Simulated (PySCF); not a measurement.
# La(2+): excitation energy

La(2+) [Xe] 5d1 (2D) → La(2+) [Xe] 6p1 (2P), as a difference of total energies. Calculation: PySCF 2.14, in ANO-RCC-VTZP; the spin-free X2C one-electron Hamiltonian (Gaussian nucleus). Correlated levels: valence: [Kr] 4d10 frozen. The calculations carry no spin-orbit coupling.

```tsv
method	excitation energy (eV)
UHF	5.069
MP2 (valence)	5.260
SCS-MP2 (valence)	5.278
CCSD (valence)	5.345
CCSD(T) (valence)	5.348
```

Problem. How much does correlation contribute at CCSD(T) (valence)?

Solution. 5.348 − (5.069) = 0.279 eV, measured against UHF.

A first-order spin-orbit estimate (lowest level to lowest level, LS coupling) adds -0.039 eV.

The basis was made for the ground configuration and has no added diffuse functions, so the excitation energy can come out too high.
